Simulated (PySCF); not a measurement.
# What a mistake does to a calculation on B2GeH4N anion

All numbers below are calculated, not measured. They come from PySCF 2.14.0, an open-source quantum chemistry program, on an isolated molecule that a program drew, which may never have been made. The molecule is B2GeH4N anion (charge -1, singlet), drawn as the SMILES string `BN=[B][GeH2-]`.

Each row is a Hartree-Fock (HF) and frozen-core CCSD(T) single point in the aug-cc-pVDZ basis, meant for a local HF minimum. Run 1 is clean. Each other run has one planted mistake out of seven kinds, and not every kind appears here: one electron removed, one electron added, multiplicity raised by two, geometry at a saddle point, minimal basis STO-3G, one bond length entered in bohr, all coordinates scaled. The reference is restricted for singlets and unrestricted otherwise, and also for a bond in bohr. Adding or removing an electron swaps singlet and doublet. Electrons count all cores. HOMO and LUMO are orbital energies over both spins, the gradient is its largest component, and the lowest frequency (negative if imaginary) is given only where the gradient is small. Bond lengths are over the 7 bonds as drawn. T1 is the CCSD diagnostic: over 0.02 (restricted) or 0.045 (unrestricted) a single reference is doubtful. Germanium has the aug-cc-pVDZ-PP basis, with a core potential (ECP10MDF) in place of its 10 inner electrons, and its 3s, 3p and 3d shells are frozen in CCSD(T).

Geometry of the clean run:
```xyz
8
B2GeH4N anion, angstrom
B     1.9395   -0.4637   -0.2720
N     0.6095   -0.7536   -0.4991
B    -0.6259   -0.9992   -0.6911
Ge   -2.5968   -1.5939   -1.1488
H     2.5627    0.2830   -1.0010
H     2.5454   -0.9438    0.6661
H    -3.0900   -0.1342   -1.5539
H    -3.1079   -1.5488    0.3595
```

| run | electrons | basis functions | <S^2> | HOMO (eV) | LUMO (eV) | gradient (hartree/bohr) | lowest frequency (cm^-1) | mean bond (Å) | longest bond (Å) | T1 | HF (hartree) | CCSD(T) (hartree) | mistake |
|---|---|---|---|---|---|---|---|---|---|---|---|---|---|
| 1 | 54 | 137 | 0.000 | -2.97 | 3.20 | 2.9e-05 | 109 | 1.4829 | 2.109 | 0.0191 | -399.58391 | -400.09029 | no fault |
| 2 | 54 | 137 | 0.000 | -1.51 | 3.39 | 5.1e-05 | -594 | 1.4373 | 1.938 | 0.0230 | -399.55131 | -400.06406 | geometry at a saddle point |
| 3 | 54 | 137 | 0.504 | -3.25 | 3.28 | 4.1e-02 | - | 1.6374 | 2.297 | 0.0600 | -399.47547 | -399.98816 | one bond length entered in bohr |
| 4 | 53 | 137 | 0.757 | -10.15 | -1.04 | 6.1e-02 | - | 1.4829 | 2.109 | 0.0174 | -399.51429 | -399.98932 | ? |

**Which mistake was planted in run 4, and what did it cost?**

It counts 53 electrons, one fewer than the clean run, at the same geometry and basis. So the mistake is: one electron removed. Subtracting run 1 and multiplying by 627.51 kcal/mol a hartree, the energy moved by 43.7 kcal/mol in HF and 63.4 kcal/mol in CCSD(T).

Cautions from the logs. Run 2: T1 is over the limit, so its CCSD(T) energy is less reliable; run 3: T1 is over the limit, so its CCSD(T) energy is less reliable.
